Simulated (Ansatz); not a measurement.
All values below come from B3LYP-D3(BJ)/def2-TZVP run with Ansatz (a program for electronic structure). No frequencies were computed at this level.

Ansatz 0.2 input:
```yaml
crystal:
  periodic: [false, false, false]
  atoms:
    - { symbol: C, position_ang: [-0.092786, 0.025108, 0.084627] }
    - { symbol: F, position_ang: [1.188303, -0.323274, -0.024022] }
    - { symbol: H, position_ang: [-0.297123, 1.07024, -0.028835] }
    - { symbol: H, position_ang: [-0.798395, -0.772074, -0.03177] }
basis:
  gaussian: { orbitals: def2-tzvp }
hamiltonian:
  xc: b3lyp
  dispersion: d3bj
relax:
  max_steps: 150
magnetization:
  spin_polarized: true
  initial_magnetization: 1
```

Output:

```
Functional definition: B3LYP
424 factors; their error is unknown
mean field evaluation 1: about -3784.4330 eV, gradient 1.9e1 eV
mean field evaluation 2: about -3784.7288 eV, gradient 1.8e1 eV
mean field evaluation 4: about -3786.0713 eV, gradient 4.4e-1 eV
mean field evaluation 8: about -3786.0765 eV, gradient 2.4e-2 eV
mean field -3786.07652845 eV, -139.1357461258 hartree, gradient 5.3e-5 eV, S^2 0.753725; 0 other end points of the search recorded, 0 dependent functions left out
reference -3786.07669532 eV, -139.1357522580 hartree; 9, 8 occupied and 65, 66 virtual orbitals, 424 factors
relax step   1: F+E_penalty+E_count = -3786.11893179 eV  Δ(F+E_penalty+E_count) = +0.000e0 eV  max|allowed force component| = 3.090e-1 eV/Å  Δτ_max = 0.0000 Å  (24 SCF iters, accepted)
these checks for a lower state are left out or cut short: starts, cluster_reference, orbital_swaps, neighbouring_geometries, increment
424 factors; their error is unknown
mean field evaluation 16: about -3786.0772 eV, gradient 7.7e-3 eV
mean field -3786.08107204 eV, -139.1359130997 hartree, gradient 2.0e-5 eV, S^2 0.753654; 0 other end points of the search recorded, 0 dependent functions left out
reference -3786.08123959 eV, -139.1359192568 hartree; 9, 8 occupied and 65, 66 virtual orbitals, 424 factors
relax step   2: F+E_penalty+E_count = -3786.12346699 eV  Δ(F+E_penalty+E_count) = -4.535e-3 eV  max|allowed force component| = 1.392e-1 eV/Å  Δτ_max = 0.0187 Å  (29 SCF iters, accepted)
these checks for a lower state are left out or cut short: starts, cluster_reference, orbital_swaps, neighbouring_geometries, increment
424 factors; their error is unknown
mean field -3786.08172977 eV, -139.1359372708 hartree, gradient 2.1e-5 eV, S^2 0.753564; 0 other end points of the search recorded, 0 dependent functions left out
reference -3786.08189772 eV, -139.1359434429 hartree; 9, 8 occupied and 65, 66 virtual orbitals, 424 factors
relax step   3: F+E_penalty+E_count = -3786.12412237 eV  Δ(F+E_penalty+E_count) = -6.554e-4 eV  max|allowed force component| = 2.325e-2 eV/Å  Δτ_max = 0.0165 Å  (29 SCF iters, accepted)
these checks for a lower state are left out or cut short: starts, cluster_reference, orbital_swaps, neighbouring_geometries, increment
424 factors; their error is unknown
mean field evaluation 32: about -3786.0818 eV, gradient 8.7e-5 eV
mean field -3786.08181055 eV, -139.1359402392 hartree, gradient 2.0e-5 eV, S^2 0.753610; 0 other end points of the search recorded, 0 dependent functions left out
reference -3786.08197836 eV, -139.1359464060 hartree; 9, 8 occupied and 65, 66 virtual orbitals, 424 factors
relax step   4: F+E_penalty+E_count = -3786.12419976 eV  Δ(F+E_penalty+E_count) = -7.739e-5 eV  max|allowed force component| = 1.132e-2 eV/Å  Δτ_max = 0.0064 Å  (30 SCF iters, accepted)
these checks for a lower state are left out or cut short: starts, cluster_reference, orbital_swaps, neighbouring_geometries, increment
424 factors; their error is unknown
mean field -3786.08181409 eV, -139.1359403695 hartree, gradient 2.0e-5 eV, S^2 0.753603; 0 other end points of the search recorded, 0 dependent functions left out
reference -3786.08198192 eV, -139.1359465372 hartree; 9, 8 occupied and 65, 66 virtual orbitals, 424 factors
relax step   5: F+E_penalty+E_count = -3786.12420446 eV  Δ(F+E_penalty+E_count) = -4.699e-6 eV  max|allowed force component| = 1.234e-3 eV/Å  Δτ_max = 0.0009 Å  (31 SCF iters, accepted)
424 factors; their error is unknown
mean field -3786.08181409 eV, -139.1359403695 hartree, gradient 4.0e-5 eV, S^2 0.753603; 1 other end points of the search recorded, 0 dependent functions left out
reference -3786.08198192 eV, -139.1359465372 hartree; 9, 8 occupied and 65, 66 virtual orbitals, 424 factors
Total energy: -3786.12437229 eV, -139.1375043545 hartree
Atom 0 at    -0.092269     0.024923     0.114277 Å, force    -0.000673     0.000184     0.000201 eV/Å
Atom 1 at     1.193202    -0.324600    -0.031744 Å, force     0.001234    -0.000336    -0.000106 eV/Å
Atom 2 at    -0.298994     1.074088    -0.039794 Å, force    -0.000280     0.000078    -0.000047 eV/Å
Atom 3 at    -0.801940    -0.774411    -0.042739 Å, force    -0.000281     0.000075    -0.000047 eV/Å
Dipole moment:    -0.264436     0.072028    -0.049954 e Å
```

Cost: roughly 7 core-seconds.
